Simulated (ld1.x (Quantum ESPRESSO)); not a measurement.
**Transferability test, ultrasoft potential for xenon (Xe)**

Xe (Z = 54), ultrasoft, made with ld1.x (Quantum ESPRESSO) 7.5 (PBE, scalar-relativistic). Core [Kr], reference 4d10 5s2 5p6. Waves: 5s (bound): rcut 1.50, rcutus 1.75 bohr; 5s channel at -1.05 Ry: rcut 1.50, rcutus 1.75 bohr; 5p (bound): rcut 1.85, rcutus 2.15 bohr; 5p channel at 0.8 Ry: rcut 1.85, rcutus 2.15 bohr; 4d (bound): rcut 0.80, rcutus 1.05 bohr; 4d channel at -1.4 Ry: rcut 0.80, rcutus 1.05 bohr; 4f channel at 0.3 Ry: rcut 1.15, rcutus 1.60 bohr; 4f channel at 2.1 Ry: rcut 1.15, rcutus 1.60 bohr. Local part: all-electron potential smoothed inside 1.75 bohr (lloc = -1). Core correction: none. Augmentation charge: PSQ, inside the norm-conserving radii.

Energies are relative to the spin-unpolarised reference configuration 4d10 5s2 5p6; without spin polarisation the order of configurations can differ from experiment.

```csv
valence configuration,charge,ΔE all-electron (eV),error AE − PS (meV)
4d10 5s2 5p5,+1,12.537,-4.4
4d10 5s2 5p4,+2,34.288,-14
4d10 5s2 5p2,+4,108.325,-42
4d10 5s1 5p6,+1,24.683,-14
4d10 5s2 5p5.5,+0.5,5.171,-1.7
```

**Question.** What are ΔE and the potential's error for 4d10 5s2 5p3?

**Answer.** ΔE = 66.010 eV all-electron; the error (AE − PS) is -28 meV.

**Question.** What are ΔE and the potential's error for 4d9 5s2 5p6?

**Answer.** ΔE = 67.712 eV all-electron; the error (AE − PS) is -349 meV.

Levels in the configuration 4d10 5s2 5p2:

```tsv
level	all-electron (eV)	pseudo (eV)
4d	-105.979	-105.966
5s	-61.743	-61.752
5p	-47.805	-47.803
```
